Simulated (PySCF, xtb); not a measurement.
CH6ClFOSi2, SMILES [Si@@H](F)([C@@H]([SiH3])O)Cl. Other conformers were not sampled.

Harmonic wavenumbers (cm⁻¹) from xtb with GFN2-xTB at its own minimum, in rising order: 36, 93, 118, 136, 164, 204, 258, 328, 378, 477, 525, 554, 599, 659, 674, 749, 783, 788, 810, 851, 1025, 1096, 1135, 1326, 2250, 2276, 2304, 2387, 2936, 3545.

Task: What does PySCF with B3LYP-D3(BJ)/def2-SVP give at its own minimum? (An estimate is asked for; the answer gives what the named calculation found.)

Result: 46, 108, 140, 161, 189, 243, 294, 373, 423, 509, 550, 604, 688, 774, 836, 855, 911, 930, 947, 951, 1033, 1065, 1195, 1380, 2213, 2234, 2247, 2284, 3035, 3764. Paired by order, the mean absolute difference is 69 cm⁻¹ and the zero-point energies are 42.1 and 44.3 kcal/mol.
